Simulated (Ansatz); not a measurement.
Ansatz (an electronic-structure program) input (HF/3-21G): The .json file is the Basis Set Exchange's 3-21G.

Ansatz 0.2 input:
```yaml
crystal:
  periodic: [false, false, false]
  atoms:
    - {symbol: C, position_ang: [-0.58927869, -0.54754276, -0.26681500]}
    - {symbol: C, position_ang: [0.65507721, -0.52340285, -0.12315030]}
    - {symbol: O, position_ang: [-0.06008741, 0.80426133, 0.38530917]}
    - {symbol: H, position_ang: [-1.60067329, -0.81679528, -0.44177432]}
    - {symbol: H, position_ang: [1.68928127, -0.75297172, -0.06193900]}
    - {symbol: H, position_ang: [-0.00269984, 1.56135001, -0.23896821]}
basis:
  gaussian:
    orbitals: 3-21G.json
hamiltonian:
  xc: {name: HF}
total_charge: 1
phonons: {temperatures: {t_min: 298.15, t_max: 298.15, t_step: 100}}
```

Output:

```
Functional definition: HF
integrals: 0.00 GiB planned
435 factors; integrals over basis functions are off by at most 4.3e-4 eV
mean field: 0.05 GiB planned
mean field evaluation 1: about -4108.1173 eV, gradient 3.5e1 eV
mean field evaluation 2: about -4108.1198 eV, gradient 3.5e1 eV
mean field evaluation 4: about -4110.4081 eV, gradient 2.5e0 eV
mean field evaluation 8: about -4110.4274 eV, gradient 9.4e-3 eV
mean field -4110.42739557 eV, -151.0554206394 hartree, gradient 1.8e-5 eV, S^2 0.000000; 0 other end points of the search recorded, 0 dependent functions left out
the calculation of the forces begins
reference -4110.42739557 eV, -151.0554206394 hartree; 11, 11 occupied and 22, 22 virtual orbitals, 435 factors
these checks for a lower state are left out or cut short: stability, starts, cluster_reference, orbital_swaps, neighbouring_geometries, increment
integrals: 0.00 GiB planned
435 factors; integrals over basis functions are off by at most 4.3e-4 eV
mean field: 0.05 GiB planned
mean field evaluation 16: about -4110.4270 eV, gradient 2.6e-5 eV
mean field -4110.42697370 eV, -151.0554051361 hartree, gradient 9.9e-7 eV, S^2 0.000000; 0 other end points of the search recorded, 0 dependent functions left out
the calculation of the forces begins
reference -4110.42697370 eV, -151.0554051361 hartree; 11, 11 occupied and 22, 22 virtual orbitals, 435 factors
these checks for a lower state are left out or cut short: stability, starts, cluster_reference, orbital_swaps, neighbouring_geometries, increment
integrals: 0.00 GiB planned
435 factors; integrals over basis functions are off by at most 4.4e-4 eV
mean field: 0.05 GiB planned
mean field -4110.42697787 eV, -151.0554052893 hartree, gradient 1.0e-6 eV, S^2 0.000000; 0 other end points of the search recorded, 0 dependent functions left out
the calculation of the forces begins
reference -4110.42697787 eV, -151.0554052893 hartree; 11, 11 occupied and 22, 22 virtual orbitals, 435 factors
these checks for a lower state are left out or cut short: stability, starts, cluster_reference, orbital_swaps, neighbouring_geometries, increment
integrals: 0.00 GiB planned
435 factors; integrals over basis functions are off by at most 4.3e-4 eV
mean field: 0.05 GiB planned
mean field evaluation 32: about -4110.4274 eV, gradient 1.0e-6 eV
mean field -4110.42735099 eV, -151.0554190011 hartree, gradient 1.0e-6 eV, S^2 0.000000; 0 other end points of the search recorded, 0 dependent functions left out
the calculation of the forces begins
reference -4110.42735099 eV, -151.0554190011 hartree; 11, 11 occupied and 22, 22 virtual orbitals, 435 factors
these checks for a lower state are left out or cut short: stability, starts, cluster_reference, orbital_swaps, neighbouring_geometries, increment
integrals: 0.00 GiB planned
435 factors; integrals over basis functions are off by at most 4.3e-4 eV
mean field: 0.05 GiB planned
mean field -4110.42735120 eV, -151.0554190088 hartree, gradient 1.1e-6 eV, S^2 0.000000; 0 other end points of the search recorded, 0 dependent functions left out
the calculation of the forces begins
reference -4110.42735120 eV, -151.0554190088 hartree; 11, 11 occupied and 22, 22 virtual orbitals, 435 factors
these checks for a lower state are left out or cut short: stability, starts, cluster_reference, orbital_swaps, neighbouring_geometries, increment
integrals: 0.00 GiB planned
435 factors; integrals over basis functions are off by at most 4.3e-4 eV
mean field: 0.05 GiB planned
mean field -4110.42735743 eV, -151.0554192377 hartree, gradient 9.9e-7 eV, S^2 0.000000; 0 other end points of the search recorded, 0 dependent functions left out
the calculation of the forces begins
reference -4110.42735743 eV, -151.0554192377 hartree; 11, 11 occupied and 22, 22 virtual orbitals, 435 factors
these checks for a lower state are left out or cut short: stability, starts, cluster_reference, orbital_swaps, neighbouring_geometries, increment
integrals: 0.00 GiB planned
435 factors; integrals over basis functions are off by at most 4.3e-4 eV
mean field: 0.05 GiB planned
mean field -4110.42735758 eV, -151.0554192432 hartree, gradient 1.0e-6 eV, S^2 0.000000; 0 other end points of the search recorded, 0 dependent functions left out
the calculation of the forces begins
reference -4110.42735758 eV, -151.0554192432 hartree; 11, 11 occupied and 22, 22 virtual orbitals, 435 factors
these checks for a lower state are left out or cut short: stability, starts, cluster_reference, orbital_swaps, neighbouring_geometries, increment
integrals: 0.00 GiB planned
435 factors; integrals over basis functions are off by at most 4.3e-4 eV
mean field: 0.05 GiB planned
mean field -4110.42730326 eV, -151.0554172470 hartree, gradient 9.8e-7 eV, S^2 0.000000; 0 other end points of the search recorded, 0 dependent functions left out
[...]
mean field: 0.05 GiB planned
mean field evaluation 64: about -4110.4273 eV, gradient 3.4e-2 eV
mean field -4110.42730255 eV, -151.0554172209 hartree, gradient 9.9e-7 eV, S^2 0.000000; 0 other end points of the search recorded, 0 dependent functions left out
the calculation of the forces begins
reference -4110.42730255 eV, -151.0554172209 hartree; 11, 11 occupied and 22, 22 virtual orbitals, 435 factors
these checks for a lower state are left out or cut short: stability, starts, cluster_reference, orbital_swaps, neighbouring_geometries, increment
integrals: 0.00 GiB planned
435 factors; integrals over basis functions are off by at most 4.3e-4 eV
mean field: 0.05 GiB planned
mean field -4110.42730026 eV, -151.0554171369 hartree, gradient 9.9e-7 eV, S^2 0.000000; 0 other end points of the search recorded, 0 dependent functions left out
the calculation of the forces begins
reference -4110.42730026 eV, -151.0554171369 hartree; 11, 11 occupied and 22, 22 virtual orbitals, 435 factors
these checks for a lower state are left out or cut short: stability, starts, cluster_reference, orbital_swaps, neighbouring_geometries, increment
integrals: 0.00 GiB planned
435 factors; integrals over basis functions are off by at most 4.3e-4 eV
mean field: 0.05 GiB planned
mean field -4110.42730055 eV, -151.0554171474 hartree, gradient 1.1e-6 eV, S^2 0.000000; 0 other end points of the search recorded, 0 dependent functions left out
the calculation of the forces begins
reference -4110.42730055 eV, -151.0554171474 hartree; 11, 11 occupied and 22, 22 virtual orbitals, 435 factors
these checks for a lower state are left out or cut short: stability, starts, cluster_reference, orbital_swaps, neighbouring_geometries, increment
integrals: 0.00 GiB planned
435 factors; integrals over basis functions are off by at most 4.4e-4 eV
mean field: 0.05 GiB planned
mean field -4110.42727672 eV, -151.0554162719 hartree, gradient 9.9e-7 eV, S^2 0.000000; 0 other end points of the search recorded, 0 dependent functions left out
the calculation of the forces begins
reference -4110.42727672 eV, -151.0554162719 hartree; 11, 11 occupied and 22, 22 virtual orbitals, 435 factors
these checks for a lower state are left out or cut short: stability, starts, cluster_reference, orbital_swaps, neighbouring_geometries, increment
integrals: 0.00 GiB planned
435 factors; integrals over basis functions are off by at most 4.3e-4 eV
mean field: 0.05 GiB planned
mean field evaluation 96: about -4110.4273 eV, gradient 1.0e-6 eV
mean field -4110.42727789 eV, -151.0554163148 hartree, gradient 1.0e-6 eV, S^2 0.000000; 0 other end points of the search recorded, 0 dependent functions left out
the calculation of the forces begins
reference -4110.42727789 eV, -151.0554163148 hartree; 11, 11 occupied and 22, 22 virtual orbitals, 435 factors
these checks for a lower state are left out or cut short: stability, starts, cluster_reference, orbital_swaps, neighbouring_geometries, increment
integrals: 0.00 GiB planned
435 factors; integrals over basis functions are off by at most 4.3e-4 eV
mean field: 0.05 GiB planned
mean field -4110.42737683 eV, -151.0554199509 hartree, gradient 9.9e-7 eV, S^2 0.000000; 0 other end points of the search recorded, 0 dependent functions left out
the calculation of the forces begins
reference -4110.42737683 eV, -151.0554199509 hartree; 11, 11 occupied and 22, 22 virtual orbitals, 435 factors
these checks for a lower state are left out or cut short: stability, starts, cluster_reference, orbital_swaps, neighbouring_geometries, increment
integrals: 0.00 GiB planned
435 factors; integrals over basis functions are off by at most 4.3e-4 eV
mean field: 0.05 GiB planned
mean field -4110.42737687 eV, -151.0554199524 hartree, gradient 1.0e-6 eV, S^2 0.000000; 0 other end points of the search recorded, 0 dependent functions left out
the calculation of the forces begins
reference -4110.42737687 eV, -151.0554199524 hartree; 11, 11 occupied and 22, 22 virtual orbitals, 435 factors
these checks for a lower state are left out or cut short: stability, starts, cluster_reference, orbital_swaps, neighbouring_geometries, increment
integrals: 0.00 GiB planned
435 factors; integrals over basis functions are off by at most 4.3e-4 eV
mean field: 0.05 GiB planned
mean field -4110.42738501 eV, -151.0554202512 hartree, gradient 1.0e-6 eV, S^2 0.000000; 0 other end points of the search recorded, 0 dependent functions left out
the calculation of the forces begins
reference -4110.42738501 eV, -151.0554202512 hartree; 11, 11 occupied and 22, 22 virtual orbitals, 435 factors
these checks for a lower state are left out or cut short: stability, starts, cluster_reference, orbital_swaps, neighbouring_geometries, increment
integrals: 0.00 GiB planned
435 factors; integrals over basis functions are off by at most 4.3e-4 eV
mean field: 0.05 GiB planned
mean field -4110.42738499 eV, -151.0554202505 hartree, gradient 1.0e-6 eV, S^2 0.000000; 0 other end points of the search recorded, 0 dependent functions left out
the calculation of the forces begins
reference -4110.42738499 eV, -151.0554202505 hartree; 11, 11 occupied and 22, 22 virtual orbitals, 435 factors
these checks for a lower state are left out or cut short: stability, starts, cluster_reference, orbital_swaps, neighbouring_geometries, increment
integrals: 0.00 GiB planned
435 factors; integrals over basis functions are off by at most 4.3e-4 eV
mean field: 0.05 GiB planned
mean field evaluation 128: about -4110.4273 eV, gradient 3.4e-2 eV
mean field -4110.42732561 eV, -151.0554180685 hartree, gradient 9.9e-7 eV, S^2 0.000000; 0 other end points of the search recorded, 0 dependent functions left out
the calculation of the forces begins
reference -4110.42732561 eV, -151.0554180685 hartree; 11, 11 occupied and 22, 22 virtual orbitals, 435 factors
these checks for a lower state are left out or cut short: stability, starts, cluster_reference, orbital_swaps, neighbouring_geometries, increment
integrals: 0.00 GiB planned
435 factors; integrals over basis functions are off by at most 4.3e-4 eV
mean field: 0.05 GiB planned
mean field -4110.42732597 eV, -151.0554180819 hartree, gradient 9.8e-7 eV, S^2 0.000000; 0 other end points of the search recorded, 0 dependent functions left out
the calculation of the forces begins
reference -4110.42732597 eV, -151.0554180819 hartree; 11, 11 occupied and 22, 22 virtual orbitals, 435 factors
these checks for a lower state are left out or cut short: stability, starts, cluster_reference, orbital_swaps, neighbouring_geometries, increment
integrals: 0.00 GiB planned
435 factors; integrals over basis functions are off by at most 4.3e-4 eV
mean field: 0.05 GiB planned
mean field -4110.42734386 eV, -151.0554187392 hartree, gradient 9.9e-7 eV, S^2 0.000000; 0 other end points of the search recorded, 0 dependent functions left out
the calculation of the forces begins
reference -4110.42734386 eV, -151.0554187392 hartree; 11, 11 occupied and 22, 22 virtual orbitals, 435 factors
these checks for a lower state are left out or cut short: stability, starts, cluster_reference, orbital_swaps, neighbouring_geometries, increment
integrals: 0.00 GiB planned
435 factors; integrals over basis functions are off by at most 4.3e-4 eV
mean field: 0.05 GiB planned
mean field -4110.42734370 eV, -151.0554187333 hartree, gradient 9.9e-7 eV, S^2 0.000000; 0 other end points of the search recorded, 0 dependent functions left out
the calculation of the forces begins
reference -4110.42734370 eV, -151.0554187333 hartree; 11, 11 occupied and 22, 22 virtual orbitals, 435 factors
Total energy: -4110.42739557 eV, -151.0554206394 hartree
Atom 0 at    -0.589279    -0.547543    -0.266815 Å, force    -0.000524     0.000047    -0.000022 eV/Å
Atom 1 at     0.655077    -0.523403    -0.123150 Å, force     0.000513     0.000067     0.000098 eV/Å
Atom 2 at    -0.060087     0.804261     0.385309 Å, force     0.000019    -0.000009    -0.000166 eV/Å
Atom 3 at    -1.600673    -0.816795    -0.441774 Å, force    -0.000017    -0.000025    -0.000015 eV/Å
Atom 4 at     1.689281    -0.752972    -0.061939 Å, force     0.000021    -0.000024    -0.000011 eV/Å
Atom 5 at    -0.002700     1.561350    -0.238968 Å, force    -0.000012    -0.000056     0.000115 eV/Å
Dipole moment:     0.058935    -0.117985    -0.490640 e Å
Vibrations: 216.55 829.31 860.92 895.99 988.45 1071.15 1099.12 1261.31 1942.68 3469.46 3563.32 3680.67 cm⁻¹, zero-point energy 1.232337 eV
```

The blocks after the first are displaced geometries, from whose forces the wavenumbers follow.

The dipole moment of an ion depends on the origin.
